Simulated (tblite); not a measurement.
C5H12OSi2.
Z-matrix (Å and degrees, GFN2-xTB geometry), rows numbered from 1:
```
C 
C   1  1.3199
C   2  1.4930  1  124.77
C   3  1.5336  2  110.75  1  -115.82
C   4  1.5401  3  111.85  2   176.14
Si  5  1.9077  4  107.47  3   158.13
O   6  1.6410  5   98.41  4   -24.98
Si  7  1.6376  6  119.83  5     7.91
H   1  1.0783  2  121.70  3    -1.54
H   1  1.0768  2  122.14  3   178.90
H   2  1.0831  1  120.44  3  -178.13
H   3  1.0947  2  109.23  1   124.15
H   3  1.0938  2  109.74  1     5.84
H   4  1.0973  3  107.08  2    58.52
H   5  1.0936  4  108.86  3    40.28
H   5  1.0906  4  110.72  3   -76.25
H   6  1.4576  5  114.62  4  -137.38
H   6  1.4598  5  114.03  4    88.05
H   8  1.4609  4  113.74  3   -36.67
H   8  1.4573  4  114.53  3    97.32
```

Calculated harmonic vibrations of the isolated species, GFN2-xTB (tblite), most abundant isotopes, no scaling. This tight-binding method is rough: wavenumbers can miss measured ones by several per cent, in bad cases by 10 to 20. Modes of hydrogen on silicon can be 10 to 20 % off. One conformer, not necessarily the lowest.

Harmonic wavenumbers (cm⁻¹): 55.8, 66.3, 105.1, 126.5, 179.6, 294.9, 303.8, 353.3, 391.3, 445.6, 479.7, 514.1, 575.1, 593.3, 625.4, 643.6, 650.2, 672.3, 745.8, 771.0, 774.7, 794.3, 815.6, 893.9, 921.0, 934.7, 965.0, 1024.5, 1037.8, 1070.4, 1090.5, 1113.6, 1183.3, 1224.0, 1275.9, 1282.9, 1300.6, 1323.6, 1417.2, 1485.4, 1490.3, 1718.9, 2274.0, 2283.3, 2305.8, 2313.4, 2902.3, 2935.6, 2948.0, 2957.4, 2981.9, 3045.4, 3094.1, 3120.9.

A = 3228, B = 796.6, C = 678.5 MHz; mass 144.043 u (most abundant isotopes); point group C1, symmetry number 1.

Task: Zero-point energy?

Result: ½Σν̃ = 33446 cm⁻¹ = 400.11 kJ/mol.

Task: Give the ideal-gas entropy at 298.15 K and 1 bar in the rigid-rotor, harmonic-oscillator model (classical rotation).

Result: Translation 170.84, rotation 123.85, vibration 122.85: S = 417.5 J/(mol K).

Task: And Cp and H(298.15 K) − H(0)?

Result: Cp = 175.42 J/(mol K), of which vibrations give 142.17 (their classical limit is 54 R = 449.0); H(298.15 K) − H(0) = 29.88 kJ/mol without the zero-point energy, 19.97 from vibrations.

Task: What must be added to the electronic energy to get the Gibbs energy at 298.15 K and 1 bar?

Result: ZPE + [H(298.15 K) − H(0)] − T·S = 400.11 + 29.88 − 124.49 = 305.50 kJ/mol.

Task: Blend soft modes into free rotors: weight 1/[1 + (100 cm⁻¹/ν̃)⁴] for the oscillator and the rest for a rotor with moment μB/(μ + B), μ = h/(8π²ν), B = 10⁻⁴⁴ kg m². What vibrational entropy results?

Result: 113.49 J/(mol K) in place of 122.85, which changes −T·S at 298.15 K by +2.79 kJ/mol.

Task: Which modes carry the vibrational entropy at 298.15 K?

Result: 55.8 cm⁻¹: 19.25; 66.3 cm⁻¹: 17.83; 105.1 cm⁻¹: 14.05; 126.5 cm⁻¹: 12.55; 179.6 cm⁻¹: 9.76; 294.9 cm⁻¹: 6.05 J/(mol K); the other 48 give 43.38 together.

Task: How do the functions run with temperature in this model?

Result: 
```json
{"T (K)": "50", "S (J/(mol K))": "247.7", "Cp (J/(mol K))": "54.9", "H − H(0) (kJ/mol)": "2.09", "G − H(0) (kJ/mol)": "-10.30", "ln q(vib)": "0.47"}
{"T (K)": "100", "S (J/(mol K))": "292.2", "Cp (J/(mol K))": "75.4", "H − H(0) (kJ/mol)": "5.35", "G − H(0) (kJ/mol)": "-23.86", "ln q(vib)": "1.63"}
{"T (K)": "373.15", "S (J/(mol K))": "460.9", "Cp (J/(mol K))": "211.4", "H − H(0) (kJ/mol)": "44.42", "G − H(0) (kJ/mol)": "-127.56", "ln q(vib)": "8.77"}
{"T (K)": "500", "S (J/(mol K))": "530.0", "Cp (J/(mol K))": "261.0", "H − H(0) (kJ/mol)": "74.52", "G − H(0) (kJ/mol)": "-190.46", "ln q(vib)": "12.30"}
{"T (K)": "750", "S (J/(mol K))": "649.5", "Cp (J/(mol K))": "327.7", "H − H(0) (kJ/mol)": "148.77", "G − H(0) (kJ/mol)": "-338.33", "ln q(vib)": "19.12"}
{"T (K)": "1000", "S (J/(mol K))": "750.0", "Cp (J/(mol K))": "370.5", "H − H(0) (kJ/mol)": "236.41", "G − H(0) (kJ/mol)": "-513.62", "ln q(vib)": "25.49"}
```

q(vib) and H(0) count from the zero-point level.

Hindered rotation and anharmonicity are outside this model. Other conformers, if any are populated, would add a mixing term that is left out. The structure is chiral; the term R ln 2 for an equal mix with its mirror image is left out.
